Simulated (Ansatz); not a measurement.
Mulliken charges of `CB(O)O` from PBE/def2-TZVPP in Ansatz (PBE0-D4/def2-TZVP geometry).

```csv
atom,x (Å),y (Å),z (Å),charge (e)
C1,0.645,0.517,-0.934,-0.404
B2,-0.143,-0.160,0.238,0.281
O3,-1.308,-0.820,-0.054,-0.269
O4,0.353,-0.049,1.510,-0.269
H5,0.494,-0.004,-1.881,0.108
H6,0.281,1.541,-1.071,0.103
H7,1.713,0.583,-0.722,0.108
H8,-1.771,-1.197,0.697,0.171
H9,-0.176,-0.457,2.199,0.171
```

By hand: the dipole of these point charges (1 e Å = 4.8032 D).

Σ q r = (-0.110, -0.082, 0.156) e Å, of length 0.208 e Å = 1.00 D.

How does the dipole of the full density compare? (Estimate.)

Ansatz gave: (-0.243, -0.177, 0.345) e Å, 2.20 D; the point charges give 0.45 times that, at 0° from its direction.

Point charges leave out the atoms' own dipoles, such as those of lone pairs, and Mulliken's split depends on the basis, so the two needn't agree.
